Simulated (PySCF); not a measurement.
Si(CF3)(Cl)(F)2, SMILES FC(F)(F)[Si](F)(F)Cl (CClF₅Si), PBE0/def2-SVP optimised geometry.

```
8

F     -0.75    -0.92     2.69
C     -1.15    -1.60     1.61
F     -0.68    -2.84     1.71
F     -2.49    -1.66     1.65
Si    -0.55    -0.76     0.00
F      1.05    -0.76     0.00
F     -1.05     0.76     0.00
Cl    -1.25    -1.73    -1.62
```

Density from PBE0/def2-TZVP (PySCF) at that geometry.

Minimum of the electron density along straight lines between bonded atoms, close to the bond critical point (lines longer than 1.1 times the sum of covalent radii, or with two minima, are not listed):

```json
[
 {"bond": "F1–C2", "length / Å": "1.335", "ρ at the minimum / e bohr⁻³": "0.286", "∇²ρ there / e bohr⁻⁵": "-0.38", "position (fraction from the first atom)": "0.66"},
 {"bond": "C2–F3", "length / Å": "1.335", "ρ at the minimum / e bohr⁻³": "0.286", "∇²ρ there / e bohr⁻⁵": "-0.38", "position (fraction from the first atom)": "0.34"},
 {"bond": "C2–F4", "length / Å": "1.335", "ρ at the minimum / e bohr⁻³": "0.286", "∇²ρ there / e bohr⁻⁵": "-0.38", "position (fraction from the first atom)": "0.34"},
 {"bond": "C2–Si5", "length / Å": "1.916", "ρ at the minimum / e bohr⁻³": "0.127", "∇²ρ there / e bohr⁻⁵": "0.13", "position (fraction from the first atom)": "0.62"},
 {"bond": "Si5–F6", "length / Å": "1.599", "ρ at the minimum / e bohr⁻³": "0.141", "∇²ρ there / e bohr⁻⁵": "0.97", "position (fraction from the first atom)": "0.42"},
 {"bond": "Si5–F7", "length / Å": "1.599", "ρ at the minimum / e bohr⁻³": "0.141", "∇²ρ there / e bohr⁻⁵": "0.97", "position (fraction from the first atom)": "0.42"},
 {"bond": "Si5–Cl8", "length / Å": "2.018", "ρ at the minimum / e bohr⁻³": "…", "∇²ρ there / e bohr⁻⁵": "…", "position (fraction from the first atom)": "0.36"}
]
```

Q: What belongs in the gaps?

A: 
- Si5–Cl8, ρ at the minimum / e bohr⁻³: 0.109
- Si5–Cl8, ∇²ρ there / e bohr⁻⁵: 0.25
